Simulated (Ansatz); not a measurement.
C₂H₇ClGe, SMILES `ClC[CH2][GeH3]` at its PBE0-D4/def2-TZVP geometry, where that method's forces vanish. Total charge 0; spin multiplicity 1.

```
atom   x (Å)   y (Å)   z (Å)
 Cl1   2.307  -0.119  -0.535
  C2   1.107   0.836   0.385
  C3  -0.107   0.017   0.752
 Ge4  -1.082  -0.733  -0.786
  H5   1.632   1.206   1.266
  H6   0.847   1.685  -0.248
  H7  -0.802   0.660   1.302
  H8   0.173  -0.800   1.421
  H9  -1.159   0.330  -1.897
 H10  -2.510  -1.087  -0.332
 H11  -0.406  -1.997  -1.330
```

(1) For each bond, give half the difference of the two atoms' forces along it (eV/Å; positive pushes the atoms apart) under PBE-D4, r2SCAN-D4, B3LYP-D4, ωB97M-V in def2-TZVPP. (Estimate.)

Answers

(1) Computed: 
```tsv
bond	length (Å)	PBE-D4	r2SCAN-D4	B3LYP-D4	ωB97M-V
Cl1–C2	1.789	0.24	0.26	0.38	0.12
C2–C3	1.510	-0.04	0.06	0.11	0.21
C2–H5	1.090	0.11	-0.06	-0.15	-0.15
C2–H6	1.090	0.11	-0.07	-0.14	-0.12
C3–Ge4	1.969	0.06	0.04	0.18	0.00
C3–H7	1.095	0.10	-0.02	-0.11	-0.09
C3–H8	1.093	0.11	-0.03	-0.10	-0.08
Ge4–H9	1.539	0.06	-0.05	-0.02	-0.06
Ge4–H10	1.540	0.05	-0.06	-0.04	-0.07
Ge4–H11	1.534	0.05	-0.06	-0.04	-0.07
```

B3LYP here is the variant with VWN-RPA as its local correlation; programs differ in this.
